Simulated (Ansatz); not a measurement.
Start from `O=[CH][SnH2][OH]` and change one atom or group to get `[CH3][SnH2][CH]=O`.

Ansatz, PBE0-D4/def2-TZVP geometries, multiplicity 1. Each molecule was computed in one conformer, which needn't be the lowest.

Elements past krypton have def2 core potentials.

```json
{"property": "LUMO energy (PBE0/def2-TZVPP) / eV", "`O=[CH][SnH2][OH]`": "-1.79"}
{"property": "HOMO energy (B3LYP/def2-TZVPP) / eV", "`O=[CH][SnH2][OH]`": "-6.97"}
{"property": "size of the dipole moment (B3LYP/def2-TZVPP) / D", "`O=[CH][SnH2][OH]`": "3.00"}
{"property": "size of the dipole moment (ωB97M-V/def2-TZVPP) / D", "`O=[CH][SnH2][OH]`": "3.05"}
{"property": "LUMO energy (ωB97M-V/def2-TZVPP) / eV", "`O=[CH][SnH2][OH]`": "0.50"}
{"property": "HOMO–LUMO gap (ωB97M-V/def2-TZVPP) / eV", "`O=[CH][SnH2][OH]`": "9.84"}
```

What does the change do to each property? (Estimate.)

Ansatz gave: 
```tsv
property	`[CH3][SnH2][CH]=O`	shift
LUMO energy (PBE0/def2-TZVPP) / eV	-1.36	0.43
HOMO energy (B3LYP/def2-TZVPP) / eV	-6.47	0.50
size of the dipole moment (B3LYP/def2-TZVPP) / D	1.65	-1.35
size of the dipole moment (ωB97M-V/def2-TZVPP) / D	1.76	-1.29
LUMO energy (ωB97M-V/def2-TZVPP) / eV	0.89	0.39
HOMO–LUMO gap (ωB97M-V/def2-TZVPP) / eV	9.75	-0.09
```

With PBE0 the HOMO rises by 0.49 eV and the LUMO rises by 0.43 eV, so the gap narrows by about 0.06 eV. PBE moves the HOMO by 0.47 eV and ωB97M-V by 0.50 eV. Dipoles are sizes alone; their direction can turn.

B3LYP here is the variant with VWN-RPA as its local correlation; programs differ in this.
